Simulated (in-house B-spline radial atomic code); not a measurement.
Atomic self-consistent-field run: neutral chlorine. Level of theory: scalar-relativistic (X2C) r2SCAN0, spin-polarised, spherical fractional occupations, Fermi nucleus of rms radius 3.3654 fm; calculated with a radial B-spline atomic code at the basis-set limit.

In the input, 3d5,1 would mean five up and one down electron.

Command:
```bash
python run_scf.py task.json out
```
Settings (nuclear radius in fm, mass in u):
```
Z                17
configuration    1s2 2s2 2p6 3s2 3p3,2
hamiltonian      x2c
method           r2scan0
spin_polarised   True
nucleus          fermi
rms_radius       3.3654
atomic_mass      34.96885
speed_of_light   137.035999084
```

Output (hartree, bohr):
```
 radial grid: 79 intervals, B-splines of order 8, outer radius 50 bohr

 iter        energy (Eh)    residual
    1        -461.499810    3.29e-02
    2        -461.503424    1.19e-03
    3        -461.503465    6.57e-04
    4        -461.503477    3.81e-04
    5        -461.503483    1.18e-04
    6        -461.503484    3.40e-05
    7        -461.503484    1.07e-05
    8        -461.503484    2.75e-06
    9        -461.503484    1.26e-07

 total energy                      -461.50348
 kinetic                             463.8409
 electron-nucleus                  -1100.7093
 Hartree                             203.6120
 exact exchange                       -6.8728
 exchange-correlation                -21.3743

 orbital      occ     eigenvalue          <r>       <r^2>       <1/r>       <r^4>       r_max
 1s up      1.000      -102.5167    0.0907446   0.0110972     16.7779 0.000319708     0.05927
 1s down    1.000      -102.5068    0.0907365    0.011095      16.779 0.000319572     0.05926
 2s up      1.000        -9.7861     0.441666    0.231719        3.34   0.0967672      0.3609
 2s down    1.000        -9.7798     0.441696     0.23166     3.33845   0.0964921       0.361
 2p up      3.000        -7.4008     0.405724    0.204888     3.21054   0.0894925      0.3019
 2p down    3.000        -7.3882     0.405942    0.205028     3.20836    0.089395      0.3022
 3s up      1.000        -0.9056      1.53768      2.7472    0.894109     12.8049       1.283
 3s down    1.000        -0.8396      1.55069      2.8016    0.888065      13.477       1.284
 3p up      3.000        -0.4025      1.81523     3.93785    0.747816     29.3445       1.427
 3p down    2.000        -0.3210      1.87729     4.25188    0.727423     35.6032       1.445
```

Time taken, with all properties: 0.44 s on 1 thread of Arm Neoverse N1, with other jobs on the host.

Caution: exact exchange at fractional occupations of open shells leaves self-interaction of up to several eV.
